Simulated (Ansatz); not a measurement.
Calculated with Ansatz (gas phase, PBE0-D4/def2-TZVP geometries, no zero-point term in ΔE). CCSD(T)/CBS adds triple-zeta CCSD(T) − MP2 to the extrapolated MP2 energy (def2 sets, frozen cores). DFT in def2-TZVPP. B3LYP here is the variant with VWN-RPA as its local correlation; programs differ in this. Each species was taken in one conformer, which may not be the lowest.

Reaction (isomerisation): `[F][Al]([F])[CH]1CC1` → `C[CH]1[AlH][C]1(F)F`

```json
{"level": "r2SCAN-D4", "ΔE (kJ/mol)": "567.0"}
{"level": "B3LYP-D4", "ΔE (kJ/mol)": "568.9"}
{"level": "ωB97M-V", "ΔE (kJ/mol)": "569.9"}
{"level": "B2PLYP", "ΔE (kJ/mol)": "585.9"}
{"level": "PBE0", "ΔE (kJ/mol)": "560.2"}
{"level": "MP2/def2-TZVPP", "ΔE (kJ/mol)": "613.5"}
{"level": "SCS-MP2/def2-QZVPP", "ΔE (kJ/mol)": "610.0"}
{"level": "MP2/CBS(def2)", "ΔE (kJ/mol)": "618.0"}
```

**Question.** What does CCSD(T)/CBS give? (Estimate.)

**Answer.** Ansatz gave: +590.7 kJ/mol. The listed levels differ from it by -23.7, -21.8, -20.8, -4.8, -30.5, 22.8, 19.3, 27.3 kJ/mol.

Largest T1 diagnostic among the species: 0.013.

From PBE to PBE0 (25 % exact exchange), in def2-TZVPP and without D4, ΔE moves by +21.5 kJ/mol.
